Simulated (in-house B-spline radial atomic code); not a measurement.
**Ionising Tm⁺ with different functionals**

Computed with an all-electron radial atomic-structure program (B-spline basis): four-component Dirac-Coulomb Hamiltonian, Fermi nucleus of rms radius 5.2256 fm, spin-restricted, spherical fractional occupations for the functionals, and exact exchange of hybrids averaged over the configuration. The ionisation energy is the difference of two self-consistent energies, [Xe] 4f13 6s1 → [Xe] 4f13, without Breit or QED terms; ε is the level of the shell that loses the electron (mean over j).

```csv
method,rung,ΔSCF (eV),-ε(6s) (eV)
BHandHLYP,global hybrid,12.01,10.54
PBE0,global hybrid,11.91,9.80
CAM-B3LYP,range-separated hybrid,?,?
HSE06,range-separated hybrid,?,?
```

Problem. What does HSE06 give?

Solution. ΔSCF 11.92 eV, and -ε(6s) = 9.42 eV.

Problem. What does CAM-B3LYP give?

Solution. ΔSCF 12.24 eV, and -ε(6s) = 11.05 eV.

Problem. Among the functionals, which spreads more, the ΔSCF values or the orbital energies?

Solution. The orbital energies: ΔSCF values span about 0.33 eV and the orbital energies 1.63 eV; here energy differences depend much less on the functional than eigenvalues do.

Problem. How do they compare with the NIST value?

Solution. NIST lists 12.06 eV ± 0.02 (semi-empirical, ground level to ground level). Errors run from -0.15 to +0.18 eV; BHandHLYP is closest (-0.06 eV), but part of that can be cancellation, since the calculations leave out Breit-QED terms, spin polarisation, the choice among j levels, multiplet and fine-structure energies.
